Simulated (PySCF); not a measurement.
B2Cl4, SMILES ClB(Cl)B(Cl)Cl (connectivity only; charge and spin as stated), charge -1, multiplicity 2. Atoms are numbered in the order given.

```xyz
6

Cl     0.0000     1.5182    -1.8074
B      0.0000     0.0000    -0.8104
Cl     0.0000    -1.5182    -1.8074
B      0.0000     0.0000     0.8104
Cl     0.0000     1.5182     1.8074
Cl     0.0000    -1.5182     1.8074
```
Charge -1, spin multiplicity 2.

Coordinates come from a PBE0-D3(BJ)/def2-SVPD optimisation. The multiplicity is an assumed one; no other spin state was optimised. One conformer was computed; it need not be the lowest.

All values below come from PBE/def2-SVPD in PySCF.

Mulliken values depend strongly on the basis, most of all with diffuse functions as here. ESP charges are fitted to the potential on shells at 1.4 to 2.0 van der Waals radii. Atomic charges (e):

```
atom  ESP fit  Mulliken  Mulliken spin
----  -------  --------  -------------
Cl1         ?     -0.63           0.04
B2          ?      0.76           0.43
Cl3         ?     -0.63           0.04
B4          ?      0.76           0.43
Cl5         ?     -0.63           0.04
Cl6         ?     -0.63           0.04
```

Q: Fill in the missing entries. (Estimate from the structure and the level; the computed values follow.)

A: 
- Cl1, ESP fit: -0.30
- B2, ESP fit: 0.10
- Cl3, ESP fit: -0.30
- B4, ESP fit: 0.10
- Cl5, ESP fit: -0.30
- Cl6, ESP fit: -0.30
